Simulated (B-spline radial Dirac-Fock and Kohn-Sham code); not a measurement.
Calculated with a radial finite-basis atomic code, using the Dirac equation of a negative muon with reduced mass in the field of a spherical finite nucleus, with the Uehling potential to all orders; nuclear polarisation, deformation, hyperfine structure, self-energy, higher-order vacuum polarisation, relativistic recoil and electron screening are left out. The nuclear charge is a Fermi distribution (skin thickness 2.3 fm).

Question: A muonic atom of atomic mass 166.94 u emits these computed lines: 2p3/2 → 1s1/2 5150 keV, 3d5/2 → 2p3/2 1924 keV, 4f7/2 → 3d5/2 700.9 keV, 5g9/2 → 4f7/2 322.5 keV. Which element is it, and what rms charge radius was used?

Answer: Lutetium (Z = 71, nuclide ¹⁶⁷Lu); the high transitions hardly feel the nucleus and fix Z. The 2p → 1s line lies 6522 keV below the value for a point nucleus without QED, which for this nuclear model gives a radius near 5.31 fm (5.3108 fm was used).
